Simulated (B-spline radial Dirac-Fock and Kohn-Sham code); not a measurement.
Elastic scattering of 142 eV electrons by neutral rhenium

These are calculated numbers from a radial B-spline solver; the model is relativistic (Dirac) partial waves in the static field of the Dirac-Fock atom with Furness-McCarthy exchange, without polarisation or absorption potentials. Below a few hundred eV the neglected polarisation potential matters, most of all at small angles.

```
θ (°)  dσ/dΩ (Å²/sr)  Sherman function
    0           37.5             0.000
  0.5           37.4             0.000
    1           37.2             0.000
    2           36.6             0.001
    4           34.2             0.002
    8           26.5             0.005
   12           18.1             0.009
   16           11.2             0.015
   24           3.55             0.033
   32          0.803             0.054
   45          0.214            -0.203
   60          0.336            -0.130
   75          0.117            -0.058
   90         0.0161             0.374
  105        0.00141            -0.526
  120         0.0333            -0.202
  135         0.0543            -0.127
  150         0.0194            -0.252
  165         0.0610            -0.044
  180          0.121             0.000
```

Q: What integrated cross sections go with this distribution?

A: The total elastic cross section is 9.13 Å², the first transport cross section 1.06 Å² and the second, weighted with (3/2) sin²θ, 2.03 Å². The mean deflection is ⟨1 − cos θ⟩ = 0.116, and 1.8 % of the collisions scatter beyond 90°.

On this grid of angles the cross section has minima near 45°, 105°, 150°, from interference among the few low partial waves with large phase shifts.
